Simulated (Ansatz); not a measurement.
System: C3H9Si, net charge 0, doublet state. It need not be the lowest isomer of its formula. SMILES: [Si](C)(C)C
Geometry from a B3LYP-D3(BJ)/def2-TZVP (Ansatz, a quantum-chemistry and plane-wave program) optimisation:
```xyz
13

Si     0.0955    -0.0336     0.4187
C      1.6593    -0.3421    -0.5896
C     -1.2169    -1.3179    -0.0122
C     -0.5612     1.7019     0.0807
H      2.4368     0.3857    -0.3516
H      2.0623    -1.3393    -0.4047
H      1.4404    -0.2616    -1.6603
H     -0.8616    -2.3313     0.1823
H     -1.4762    -1.2512    -1.0748
H     -2.1300    -1.1637     0.5652
H     -0.8113     1.8111    -0.9805
H     -1.4635     1.9062     0.6597
H      0.1795     2.4637     0.3299
```
Charge 0, spin multiplicity 2.

Parts of the frozen-core correlation energy in def2-TZVPP (Ansatz, hartree). Frozen orbitals: 8; correlated occupied orbitals by spin: 13 and 12; virtual: 240 and 241. Open shells are spin-unrestricted. No spin-orbit coupling. Non-relativistic.

```tsv
term	value
reference (HF)	-407.82216
MP2 opposite-spin	[?]
MP2 same-spin	-0.13635
CCSD correlation	[?]
(T)	[?]
T1 diagnostic	0.011
largest doubles amplitude	0.013
<S^2> of the reference	0.753
```

Question: What belongs in the gaps?

Answer: 
- MP2 opposite-spin, value: -0.50705
- CCSD correlation, value: -0.69725
- (T), value: -0.02654
